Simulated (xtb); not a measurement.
C4H6OSe, SMILES O1C(=C)[C@@H](C1)[SeH]. All values are semi-empirical tight-binding results from xtb (GFN2-xTB unless named), good for trends rather than for accurate numbers. Geometry optimised at GFN2-xTB. The structure was generated by enumeration; whether it is a known compound was not checked. One conformer was computed; it need not be the lowest.

```yaml
orbital_gap: 3.77 eV
zero_point_energy: 53.7 kcal/mol
G − E(el) at 298.15 K (modified RRHO): 33.5 kcal/mol
static polarisability (D4 model): 76.3 bohr³
solvation energy, GFN2-xTB/ALPB(water): -2.5 kcal/mol
solvation energy, GFN2-xTB/ALPB(thf): -7.0 kcal/mol
```
